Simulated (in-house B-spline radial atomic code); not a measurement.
Orbital energies and mean radii along the 28-electron series, configuration [Ar] 3d10. The effective charge is n√(-2ε), a non-relativistic measure. Computed with a radial B-spline atomic code at the basis-set limit: Dirac-Hartree-Fock, average of the configuration, finite nuclei.

```
  ion   Z  energy of 3p1/2 (Eh)  mean radius of 3p1/2 (bohr)  energy of 3d3/2 (Eh)  mean radius of 3d3/2 (bohr)  effective charge of 3p1/2
Nd32+  60               -94.061                         0.25                -79.48                      0.23195                     41.147
Pm33+  61               -99.053                      0.24429               -83.871                      0.22662                     42.225
Sm34+  62                     ?                            ?                     ?                            ?                          ?
Eu35+  63                     ?                            ?                     ?                            ?                          ?
Gd36+  64               -114.88                      0.22844               -97.744                      0.21197                     45.473
Tb37+  65               -120.44                      0.22354                -102.6                      0.20748                     46.561
Dy38+  66               -126.15                      0.21882               -107.58                      0.20318                     47.651
Ho39+  67                  -132                      0.21426               -112.67                      0.19904                     48.745
```

Task: Fill in the row of Sm34+.

Result: energy of 3p1/2 (Eh): -104.19; mean radius of 3p1/2 (bohr): 0.2388; energy of 3d3/2 (Eh): -88.378; mean radius of 3d3/2 (bohr): 0.22152; effective charge of 3p1/2: 43.305.

Task: Fill in the row of Eu35+.

Result: energy of 3p1/2 (Eh): -109.46; mean radius of 3p1/2 (bohr): 0.23352; energy of 3d3/2 (Eh): -93.003; mean radius of 3d3/2 (bohr): 0.21664; effective charge of 3p1/2: 44.388.

Task: How does the screening of 3p1/2 change?

Result: Z less the effective charge goes from 18.85 at Z = 60 to 18.26 at Z = 67.
